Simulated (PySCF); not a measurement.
A structure optimised at PBE0-D3(BJ)/def2-SVP, used in a PySCF frequency run:

```xyz
9

F     -2.1992     0.2030     1.3852
C     -1.2020    -0.4380     0.7491
C     -1.2020    -0.4380    -0.7491
F     -2.1992     0.2030    -1.3852
C     -0.2187     0.4026     0.0000
Br     1.6420     0.0108     0.0000
H     -0.8534    -1.3339     1.2746
H     -0.8534    -1.3339    -1.2746
H     -0.4414     1.4737     0.0000
```
Charge 0, spin multiplicity 1.

Task: Write its SMILES, formula and point group.

Result: F[C@@H]1[C@H](F)[C@H]1Br, C3H3BrF2, Cs

Task: What are its rotational constants (standard atomic weights)?

Result: 4.8811, 1.1261, 0.96338 GHz
